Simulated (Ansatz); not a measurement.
Zr(OH)F3 (ZrOF₃H). Charge 0, multiplicity 1. Geometry PBE0-D4/def2-SVP, basis def2-TZVP, Ansatz.

Cartesian coordinates in Å:
```
Zr -0.364 0.147 0.260
O 1.103 -0.446 -0.789
H 1.844 -0.744 -1.315
F -0.129 1.982 0.715
F -0.472 -0.887 1.856
F -1.982 -0.052 -0.726
```

```csv
run,HOMO (eV),LUMO (eV)
A,-10.00,-0.94
B,-8.78,-1.85
C,-10.28,-0.67
D,-8.50,-1.56
E,-8.91,-1.38
F,-12.76,0.42
```

In the def2 sets Zr takes a core potential; there is no spin–orbit coupling. B3LYP takes the VWN-RPA correlation.

Question: The runs used B3LYP, LDA (SPW92), PBE, PBE0, r2SCAN, ωB97M-V. Estimate which is which.

Answer: A B3LYP (20 % exact exchange); B LDA (SPW92) (0 % exact exchange); C PBE0 (25 % exact exchange); D PBE (0 % exact exchange); E r2SCAN (0 % exact exchange); F ωB97M-V (range-separated). Exact exchange lowers occupied and raises empty levels; among semilocal functionals meta-GGAs tend to open the gap a little, and such runs are hard to tell apart. The gap grows from 6.92 eV (LDA (SPW92)) to 13.17 eV (ωB97M-V).
